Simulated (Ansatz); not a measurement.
Relaxation of CH5BO2Si (10 atoms, charge 0, multiplicity 1), to a largest force component of 0.02 eV/Å in at most 50 steps.

These are results of RKS revPBE-D4/def2-SVP in Ansatz 0.2.0, not measurements.

```xyz
10
Properties=species:S:1:pos:R:3
O -0.408 1.672 0.366
C -0.206 0.540 0.142
Si -0.149 -0.640 1.539
B 0.079 0.046 -1.326
O -0.086 0.960 -2.462
H 0.175 0.106 2.792
H 0.975 -1.624 1.309
H -1.177 0.074 -0.025
H 0.232 -1.089 -1.486
H 0.839 1.299 -2.548
```

**Question.** Where does it end, and by what steps?

**Answer.** The run converged. After 34 steps the energy has fallen by 4.427 eV; H8 moved furthest, 1.73 Å. The start is strongly strained (largest force component 10 eV/Å), so its close contacts needn't be bonds. Parted: C2–B4. Joined: Si3–B4.

```csv
step,energy less start (eV),largest force component (eV/Å),accepted
0,0.0000,9.924,yes
2,-1.8532,1.514,yes
4,-2.1546,2.190,yes
6,-2.5202,0.797,yes
8,-2.6453,0.371,yes
10,-2.7164,0.405,yes
12,-2.7581,0.361,yes
14,-2.8106,1.250,yes
16,-3.2613,1.355,yes
18,-3.7527,0.970,yes
20,-4.0418,0.379,yes
22,-4.1487,1.869,yes
24,-4.2816,1.222,yes
26,-4.3872,0.188,yes
28,-4.4104,0.295,no
30,-4.4228,0.053,yes
32,-4.4243,0.087,yes
34,-4.4266,0.018,yes
```

```xyz
10
Properties=species:S:1:pos:R:3
O -1.070 1.768 -0.334
C -1.187 0.874 0.508
Si 0.179 -0.520 0.619
B 1.039 -0.455 -1.246
O 0.792 0.639 -2.002
H 1.111 -0.013 1.695
H -0.439 -1.800 1.119
H -2.087 0.901 1.198
H 1.769 -1.318 -1.708
H 0.167 1.267 -1.547
```

Time of the run: 2 min on 2 threads of Arm Neoverse N1, with other jobs on the host, peak memory 0.15 GiB.
